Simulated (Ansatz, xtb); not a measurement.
**C2H12OSi3: which of two isomers lies lower**

Structure I: `CO[SiH]([SiH3])[SiH2]C`, a singlet. Structure II: `CO[SiH](C)[SiH2][SiH3]`, a singlet. Both are isolated molecules in the gas phase, relaxed with B3LYP/def2-SVP; each stands in its lowest conformer found.

I (Å):

```json
{"atom": "C", "x (Å)": "1.1286", "y (Å)": "-2.6537", "z (Å)": "1.5823"}
{"atom": "C", "x (Å)": "0.8638", "y (Å)": "-0.0814", "z (Å)": "-2.3270"}
{"atom": "O", "x (Å)": "1.0570", "y (Å)": "-1.2470", "z (Å)": "1.5415"}
{"atom": "Si", "x (Å)": "-0.2749", "y (Å)": "-0.3621", "z (Å)": "1.0147"}
{"atom": "Si", "x (Å)": "0.1919", "y (Å)": "1.8709", "z (Å)": "1.6072"}
{"atom": "Si", "x (Å)": "-0.6390", "y (Å)": "-0.6319", "z (Å)": "-1.3129"}
{"atom": "H", "x (Å)": "0.3286", "y (Å)": "-3.0917", "z (Å)": "2.2095"}
{"atom": "H", "x (Å)": "2.0988", "y (Å)": "-2.9453", "z (Å)": "2.0153"}
{"atom": "H", "x (Å)": "1.0550", "y (Å)": "-3.1061", "z (Å)": "0.5747"}
{"atom": "H", "x (Å)": "-1.5093", "y (Å)": "-0.8169", "z (Å)": "1.7437"}
{"atom": "H", "x (Å)": "0.4052", "y (Å)": "2.0052", "z (Å)": "3.0788"}
{"atom": "H", "x (Å)": "-0.9557", "y (Å)": "2.7422", "z (Å)": "1.2084"}
{"atom": "H", "x (Å)": "1.4144", "y (Å)": "2.3567", "z (Å)": "0.8995"}
{"atom": "H", "x (Å)": "-1.8445", "y (Å)": "0.1716", "z (Å)": "-1.6914"}
{"atom": "H", "x (Å)": "-0.9507", "y (Å)": "-2.0653", "z (Å)": "-1.6154"}
{"atom": "H", "x (Å)": "1.0747", "y (Å)": "0.9890", "z (Å)": "-2.1738"}
{"atom": "H", "x (Å)": "0.6930", "y (Å)": "-0.2455", "z (Å)": "-3.4029"}
{"atom": "H", "x (Å)": "1.7607", "y (Å)": "-0.6485", "z (Å)": "-2.0311"}
```

II (Å):

```xyz
18

C     0.1070    1.0717    1.6281
C    -0.3319   -1.3507   -1.8030
O    -0.1543    0.1002    0.6437
Si   -0.0360    0.3260   -1.0144
Si   -1.6514    1.9121   -1.7245
Si   -3.7423    1.4729   -0.7240
H     1.1378    1.4689    1.5578
H    -0.0128    0.6106    2.6214
H    -0.5921    1.9281    1.5662
H     1.3379    0.8247   -1.3556
H    -1.3448   -1.7224   -1.5824
H     0.3942   -2.0841   -1.4164
H    -0.2151   -1.2924   -2.8973
H    -1.7990    1.8523   -3.2139
H    -1.2404    3.3089   -1.3742
H    -3.6554    1.6730    0.7539
H    -4.1512    0.0591   -0.9816
H    -4.8060    2.3752   -1.2592
```

Task: Estimate E(II) − E(I) at the level CCSD(T)/def2-SVP + ΔMP2/def2-TZVPP.

Result: Calculated at CCSD(T)/def2-SVP + ΔMP2/def2-TZVPP: E(II) − E(I) = −4.3 kcal/mol, so structure II lies lower.

Level by level:

| level | geometry | E(II) − E(I) (kcal/mol) | departure from the last row (kcal/mol) | job, with rough time for the two |
| --- | --- | --- | --- | --- |
| GFN2-xTB | GFN2-xTB | +1.2 | +5.5 | optimisation, 0.43 s |
| HF/STO-3G | GFN2-xTB | −4.7 | −0.4 | single point, 0.6 s |
| r2SCAN-D4/def2-SVP | GFN2-xTB | −6.3 | −2.0 | single point, 8.4 s |
| B3LYP/def2-SVP | B3LYP/def2-SVP | −4.2 | +0.1 | optimisation, 3.5 min |
| HF/def2-SVP | B3LYP/def2-SVP | −4.4 | −0.1 | part of the CCSD(T) run |
| MP2/def2-SVP | B3LYP/def2-SVP | −5.1 | −0.8 | part of the CCSD(T) run |
| CCSD(T)/def2-SVP | B3LYP/def2-SVP | −4.9 | −0.6 | single point |
| CCSD(T)/def2-SVP + ΔMP2/def2-TZVPP | B3LYP/def2-SVP | −4.3 |  | single point, 2.5 min |

As drawn, both hold the same kinds of bond in the same numbers.

GFN2-xTB puts the two in the other order. The largest departure from CCSD(T)/def2-SVP + ΔMP2/def2-TZVPP is that of GFN2-xTB, 5.5 kcal/mol. No reliable frequencies are at hand for I, so it isn't confirmed as a minimum. The last row adds to CCSD(T) the change of the MP2 difference between the two basis sets, here +0.6 kcal/mol.

The correlated steps freeze 18 core orbitals. Programs: Ansatz 0.2.0, xtb 6.7.1; the last row on 2 threads of Arm Neoverse V2 on a shared host.
